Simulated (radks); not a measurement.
The numbers below are computed, except where a source is named.
Ionisation of the mercury ion Hg3+, [Xe] 4f14 5d9, to [Xe] 4f14 5d8 as the strength of local exchange is varied. Code: a radial shooting solver on a logarithmic mesh with Libxc functionals. Model: scalar-relativistic Kohn-Sham, Slater X-alpha exchange (alpha = 2/3 is LDA exchange), no correlation, spin-polarised, spherical densities, finite nucleus; open shells are filled with parallel spins first (spin-orbit coupling, left out, can overturn this in heavy ions); Fermi nuclear charge, rms radius 5.4648 fm.

| alpha | E(Hg3+) (hartree) | exchange (hartree) | IE (eV) | -e of the level emptied (eV) | <r> of it (bohr) |
|---|---|---|---|---|---|
| 0.667 | -19596.7703 | -350.3429 | 47.745 | 40.741 (5d) | 1.394 |
| 0.796 | -19665.0431 | -419.6057 | 50.617 | 43.507 (5d) | 1.366 |
| 0.864 | -19701.1308 | -456.3122 | 52.172 | 45.010 (5d) | 1.352 |
| 0.91 | -19725.5817 | -481.2196 | 53.241 | 46.044 (5d) | 1.342 |
| x | -19684.1399 | -439.0217 | 51.437 | 44.299 (5d) | 1.359 |

Which alpha was used in the last row?

Answer. alpha = 0.832. NIST Atomic Spectra Database: 48.6 +/- 0.15 eV (measured). The Delta-SCF value meets it near alpha = 0.70. Open shells are spherical and high-spin; term and fine-structure splittings are not resolved. Spin-orbit splitting is averaged out at the scalar-relativistic level.
